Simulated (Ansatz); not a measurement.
System: SeCl, charge 0, multiplicity 2. SMILES: Cl[Se]
Geometry: optimised at B3LYP-D3(BJ)/def2-TZVP (Ansatz, an electronic-structure program).

Computed values are from Ansatz. Correlated levels leave the core frozen unless marked. Open shells are spin-unrestricted. Spin-orbit coupling is left out. Frozen are the shells of the preceding noble gas and the d and f shells that filled before the atom's block. Non-relativistic. CBS(X,Y): correlation extrapolated as X^-3; Hartree-Fock from the larger set.

Question: What is the T1 diagnostic at CCSD/def2-QZVPPD?

Answer: 0.018.

Question: What is the atomisation energy De at CCSD(T)/CBS(def2-TZVPPD,def2-QZVPPD)?

Answer: 63.3 kcal/mol.

Question: What is the vertical ionisation energy (to the triplet) at CCSD(T)/CBS(def2-TZVPPD,def2-QZVPPD)?

Answer: 9.45 eV.

Question: What is the total energy at CCSD(T)/CBS(def2-TZVPPD,def2-QZVPPD)?

Answer: -2859.8227 Eh.

Question: What is the dipole moment at CCSD(T)/def2-SVPD?

Answer: 0.77 D.
